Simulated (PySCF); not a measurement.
## Exercise with solution: oscillator strength and radiative lifetime

Zn(OMe)(SH) (CH4OSZn), SMILES C[O][Zn][SH].

Geometry: B3LYP-D3(BJ)/def2-SVP. The structure was generated by enumeration; whether it is a known compound was not checked. The values are those of a single conformer.

PySCF with TDDFT-PBE0/def2-SVPD puts the first singlet state with f over 0.02 at 4.98 eV (vertical), with the transition dipole (-0.260, -0.221, -0.433) in atomic units.

Find the oscillator strength, the wavelength and the radiative lifetime that this transition would have in vacuum if emission retraced absorption.


|μ|² = 0.3039 au, so |μ| = 1.40 D. ΔE = 4.98/27.211 = 0.1830 hartree. f = (2/3) ΔE |μ|² = 0.037 (the program prints 0.037).
λ = 1239.84/4.98 = 249 nm; ν = 40166 cm⁻¹.
Einstein's coefficient A = 0.6670 ν² f s⁻¹ (ν in cm⁻¹) = 4.0e7 s⁻¹, so τ = 1/A = 25 ns. This state is S2; the lower singlet has f = 0.005. The figure is the radiative limit of this one transition; relaxation, internal conversion, crossing to triplets and a medium change what is measured.
